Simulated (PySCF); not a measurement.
# As: electron affinity

As⁻ [Ar] 3d10 4s2 4p4 (3P) → As [Ar] 3d10 4s2 4p3 (4S), as a difference of total energies. Computed with PySCF 2.14 in aug-cc-pVTZ-PP with ECP10MDF (6s5p4d2f, 55 functions), with scalar relativity through the core potential. Correlated levels: valence: 3s2 3p6 3d10 frozen. The calculations carry no spin-orbit coupling.

```csv
method,electron affinity (eV),difference from reference (eV)
UHF,-0.299,-1.103
LDA,1.047,+0.243
PBE,0.834,+0.030
PBE0,0.743,-0.061
r2SCAN,0.789,-0.015
M06,0.703,-0.101
B3LYP,0.954,+0.150
HSE06,0.796,-0.008
BLYP,0.895,+0.091
MP2 (valence),0.453,-0.351
SCS-MP2 (valence),0.513,-0.291
```

Reference: 0.804 eV (measured; photodetachment measurements, as compiled on the Wikipedia data page of electron affinities).

The reference lies between the lowest fine-structure levels, while these numbers refer to the centres of the terms.

Errors of the correlated levels include the incompleteness of this basis and the frozen core.

A negative affinity means that the anion lies above the atom at that level of theory.

In the anion the highest occupied orbital energy is positive at LDA, PBE, PBE0, r2SCAN, M06, B3LYP, HSE06, BLYP, a self-interaction effect; the basis confines that electron, and the energy difference can still be sensible.
